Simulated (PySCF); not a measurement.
CH3NO2Si.
Bonds: N1–C2 (triple), C2–Si3, Si3–O4, Si3–O5. Hydrogens: H6 on Si3; H7 on O4; H8 on O5.

Computed by this run: PySCF 2.14.0, PBE0-D3(BJ)/def2-SVP geometry optimisation, gas phase; density fitting, grid level 1; the optimiser is geomeTRIC in internal coordinates, started from a GFN2-xTB structure with every atom displaced at random (about 0.01 Å).

Step 0: E = -14531.1206 eV
```
atom  x, y, z in Å  |  force x, y, z in eV/Å
N1      2.6641    0.5916   -0.5059   -0.560  -0.120   0.139
C2      1.5771    0.3259   -0.1831    0.284   0.128   0.005
Si3    -0.1759   -0.0925    0.3853    1.252   0.850   0.413
O4     -0.4669   -1.6274    0.0826   -0.514  -1.799  -0.475
O5     -1.2069    0.8071   -0.4721   -0.703   0.994  -0.555
H6     -0.2346    0.0966    1.8295    0.087   0.181   0.419
H7     -0.9489   -1.8932   -0.7083    0.163   0.036   0.086
H8     -1.1539    1.7713   -0.4822   -0.009  -0.271  -0.032
```

Step 1: E = -14531.1869 eV
```
atom  x, y, z in Å  |  force x, y, z in eV/Å
N1      2.5661    0.7275   -0.5313    0.736   0.215  -0.237
C2      1.5587    0.3054   -0.1601   -0.787  -0.288   0.257
Si3    -0.1689   -0.1406    0.4119   -0.006   0.138  -0.219
O4     -0.5467   -1.7086    0.1019    0.107   0.229   0.282
O5     -1.1666    0.8240   -0.4844   -0.079  -0.190   0.117
H6     -0.2031    0.1096    1.8673   -0.013  -0.103   0.016
H7     -0.9647   -1.9105   -0.7371   -0.021  -0.026  -0.202
H8     -1.0207    1.7726   -0.5224    0.063   0.026  -0.013
```

Step 2: E = -14531.1999 eV
```
atom  x, y, z in Å  |  force x, y, z in eV/Å
N1      2.5808    0.6972   -0.5345   -0.010  -0.095   0.034
C2      1.5559    0.3004   -0.1626   -0.008   0.115  -0.041
Si3    -0.1726   -0.1239    0.4112    0.007   0.021  -0.061
O4     -0.5396   -1.6913    0.1082   -0.044   0.005   0.034
O5     -1.1881    0.8235   -0.4777   -0.042  -0.034   0.082
H6     -0.2060    0.0995    1.8709    0.002  -0.015   0.005
H7     -0.9369   -1.8980   -0.7436    0.062  -0.006  -0.026
H8     -1.0394    1.7719   -0.5261    0.033   0.010  -0.028
```

Task: Estimate the geometry and energy of step 3. (The exact step hangs on the optimiser's Hessian estimate; all steps are aligned on step 2, rigid shifts and turns removed.)

Result: E = -14531.2059 eV, largest force 0.274 eV/Å
```
atom  x, y, z in Å  |  force x, y, z in eV/Å
N1      2.5867    0.6638   -0.5377   -0.163  -0.131   0.081
C2      1.5479    0.2995   -0.1672    0.163   0.194  -0.104
Si3    -0.1801   -0.1119    0.4120    0.027  -0.049   0.034
O4     -0.5372   -1.6809    0.1127   -0.097  -0.061  -0.043
O5     -1.2087    0.8297   -0.4645   -0.024   0.055   0.043
H6     -0.2074    0.0985    1.8739    0.005   0.012  -0.004
H7     -0.8981   -1.8954   -0.7544    0.076  -0.008   0.025
H8     -1.0490    1.7760   -0.5290    0.013  -0.013  -0.032
```

The energy changes by -0.0061 eV. The first-order estimate −F·Δx gives -0.0077 eV and the mean of the old and new forces, exact on a quadratic surface, -0.0060 eV. The step makes an angle of 57° with the force vector and moves no atom by more than 0.040 Å.

What follows is the cost of the whole optimisation. On one thread of an Arm Neoverse V1, shared host with 32 logical CPUs at a one-minute load of 15, this took 41 s of wall time and 0.36 GiB of memory at its peak.
